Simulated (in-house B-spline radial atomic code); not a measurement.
# Ionising Sn38+ with different functionals

Computed with a B-spline radial code for spherical atoms: scalar-relativistic (spin-free X2C) Hamiltonian, Fermi nucleus of rms radius 4.6519 fm, spin-polarised at highest spin, spherical fractional occupations for the functionals, the average over the highest-spin determinants for Hartree-Fock. The ionisation energy is the difference of two self-consistent energies, [Ne] 3s2 → [Ne] 3s1, without Breit or QED terms; ε is the level of the shell that loses the electron (its least bound occupied spin orbital). There is no spin-orbit coupling in this Hamiltonian.

| method | rung | ΔSCF (eV) | -ε(3s) (eV) |
| --- | --- | --- | --- |
| Hartree-Fock | Hartree-Fock | 2681.6 | 2681.8 |
| OLYP | GGA | 2685.3 | 2653.4 |
| AM05 | GGA | 2684.1 | 2651.9 |
| SCAN | meta-GGA | 2682.2 | 2654.4 |
| BHandHLYP | global hybrid | 2685.0 | 2668.6 |
| CAM-B3LYP | range-separated hybrid | 2686.5 | 2662.0 |

Among the functionals, which spreads more, the ΔSCF values or the orbital energies?

The orbital energies: ΔSCF values span about 4.2 eV and the orbital energies 16.7 eV.

How do they compare with the NIST value?

NIST lists 2687 eV ± 4 (semi-empirical, ground level to ground level). Errors run from -5.4 to -0.5 eV; all lie within about twice that uncertainty, so the table can't rank the methods. Hartree-Fock also lacks correlation.
